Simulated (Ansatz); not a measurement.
Born–Oppenheimer molecular dynamics of AlF2H2N (6 atoms, charge 0, multiplicity 1). It goes on from the last frame of an earlier run, with new velocities.

Computed with RKS PBE/def2-SVP (Ansatz 0.2.0).

```yaml
ensemble: NVE (velocity Verlet)
time_step: 0.5 fs
steps_asked: 250
starting_velocities_drawn_for: 100 K
seed: 265048
```

Frames 1 fs apart, positions in Å, forces in eV/Å.

Velocities at 0 fs (Å/ps):

```
Al 1.07 -1.80 -1.17
N -1.21 0.24 -0.59
H 10.55 -8.75 7.36
H 0.18 19.49 -7.34
F -1.47 0.38 1.55
F 0.28 1.43 0.54
```

```xyz
6
Properties=species:S:1:pos:R:3:forces:R:3 time_fs=0 energy_less_start_eV=0.000 T=100
Al -0.001 0.021 0.068 0.00 -0.11 0.13
N -0.012 0.040 1.848 0.24 0.03 -0.99
H -0.820 -0.057 2.438 -0.67 -0.06 0.29
H 0.823 -0.016 2.414 0.49 0.04 0.21
F 1.427 0.129 -0.807 -0.20 0.01 0.21
F -1.419 -0.150 -0.808 0.15 0.08 0.14
6
Properties=species:S:1:pos:R:3:forces:R:3 time_fs=1 energy_less_start_eV=0.000 T=101
Al 0.000 0.019 0.067 -0.10 -0.10 0.21
N -0.013 0.040 1.847 0.23 0.03 -0.99
H -0.813 -0.066 2.447 -0.68 -0.06 0.27
H 0.826 0.004 2.408 0.53 0.05 0.23
F 1.426 0.130 -0.806 -0.12 0.02 0.16
F -1.419 -0.149 -0.808 0.14 0.07 0.13
6
Properties=species:S:1:pos:R:3:forces:R:3 time_fs=2 energy_less_start_eV=-0.007 T=114
Al 0.001 0.018 0.066 -0.19 -0.10 0.27
N -0.014 0.040 1.845 0.18 -0.01 -0.64
H -0.812 -0.075 2.458 -0.40 -0.03 0.06
H 0.834 0.024 2.404 0.33 0.05 0.11
F 1.424 0.130 -0.804 -0.03 0.02 0.10
F -1.419 -0.147 -0.807 0.12 0.06 0.11
6
Properties=species:S:1:pos:R:3:forces:R:3 time_fs=3 energy_less_start_eV=-0.010 T=119
Al 0.002 0.016 0.065 -0.29 -0.09 0.31
N -0.015 0.041 1.843 0.14 -0.06 -0.13
H -0.815 -0.085 2.470 0.00 0.03 -0.25
H 0.844 0.044 2.401 -0.01 0.05 -0.09
F 1.423 0.130 -0.802 0.05 0.03 0.05
F -1.418 -0.146 -0.806 0.11 0.04 0.09
6
Properties=species:S:1:pos:R:3:forces:R:3 time_fs=4 energy_less_start_eV=-0.004 T=108
Al 0.003 0.014 0.064 -0.37 -0.08 0.35
N -0.015 0.041 1.841 0.14 -0.10 0.33
H -0.818 -0.095 2.480 0.34 0.09 -0.50
H 0.855 0.065 2.397 -0.34 0.02 -0.25
F 1.421 0.131 -0.800 0.14 0.03 0.00
F -1.418 -0.144 -0.806 0.09 0.03 0.07
6
Properties=species:S:1:pos:R:3:forces:R:3 time_fs=5 energy_less_start_eV=0.002 T=97
Al 0.004 0.012 0.063 -0.44 -0.08 0.39
N -0.016 0.041 1.839 0.19 -0.10 0.54
H -0.818 -0.103 2.484 0.50 0.12 -0.61
H 0.862 0.087 2.390 -0.53 -0.01 -0.33
F 1.420 0.131 -0.799 0.22 0.04 -0.05
F -1.417 -0.143 -0.805 0.06 0.02 0.05
6
Properties=species:S:1:pos:R:3:forces:R:3 time_fs=6 energy_less_start_eV=0.000 T=99
Al 0.004 0.010 0.062 -0.50 -0.07 0.43
N -0.017 0.041 1.837 0.27 -0.07 0.46
H -0.813 -0.111 2.483 0.43 0.11 -0.53
H 0.865 0.108 2.381 -0.54 -0.03 -0.29
F 1.418 0.132 -0.797 0.29 0.04 -0.09
F -1.417 -0.141 -0.804 0.04 0.01 0.03
6
Properties=species:S:1:pos:R:3:forces:R:3 time_fs=7 energy_less_start_eV=-0.006 T=111
Al 0.005 0.008 0.062 -0.55 -0.06 0.46
N -0.017 0.041 1.836 0.36 -0.02 0.10
H -0.804 -0.117 2.478 0.17 0.07 -0.30
H 0.862 0.129 2.369 -0.35 -0.03 -0.14
F 1.417 0.132 -0.795 0.35 0.05 -0.13
F -1.416 -0.140 -0.803 0.01 0.00 0.01
6
Properties=species:S:1:pos:R:3:forces:R:3 time_fs=8 energy_less_start_eV=-0.007 T=113
Al 0.005 0.006 0.062 -0.57 -0.04 0.48
N -0.017 0.041 1.835 0.43 0.03 -0.42
H -0.793 -0.123 2.469 -0.21 -0.01 0.03
H 0.857 0.149 2.355 -0.03 -0.01 0.08
F 1.416 0.133 -0.794 0.40 0.05 -0.16
F -1.415 -0.138 -0.802 -0.02 -0.02 -0.02
6
Properties=species:S:1:pos:R:3:forces:R:3 time_fs=9 energy_less_start_eV=0.000 T=100
Al 0.005 0.004 0.061 -0.59 -0.03 0.48
N -0.017 0.041 1.833 0.45 0.06 -0.88
H -0.785 -0.129 2.460 -0.54 -0.08 0.32
H 0.850 0.170 2.342 0.28 0.02 0.30
F 1.415 0.133 -0.792 0.44 0.05 -0.18
F -1.415 -0.137 -0.802 -0.05 -0.03 -0.04
6
Properties=species:S:1:pos:R:3:forces:R:3 time_fs=10 energy_less_start_eV=0.006 T=89
Al 0.005 0.002 0.062 -0.58 -0.02 0.46
N -0.016 0.041 1.831 0.39 0.06 -1.06
H -0.782 -0.136 2.455 -0.63 -0.10 0.43
H 0.847 0.191 2.333 0.44 0.05 0.43
F 1.414 0.134 -0.791 0.47 0.06 -0.20
F -1.414 -0.135 -0.801 -0.08 -0.04 -0.06
6
Properties=species:S:1:pos:R:3:forces:R:3 time_fs=11 energy_less_start_eV=0.003 T=94
Al 0.004 0.000 0.062 -0.55 -0.01 0.41
N -0.015 0.041 1.829 0.27 0.03 -0.84
H -0.784 -0.143 2.454 -0.43 -0.06 0.31
H 0.848 0.212 2.327 0.36 0.03 0.42
F 1.414 0.134 -0.789 0.48 0.06 -0.21
F -1.414 -0.134 -0.800 -0.12 -0.06 -0.09
```

Of the whole run (125 fs, mean temperature of the second half 70 K): The conserved energy stayed within 0.046 meV per atom of its start (net change -0.036 meV per atom), so the integration is sound. A run of 0.12 ps of so small a system gives no equilibrium averages.

The run took 4.2 min on 1 thread of Intel(R) Xeon(R) Platinum 8488C (Sapphire Rapids), with other jobs on the host, peak memory 0.13 GiB.
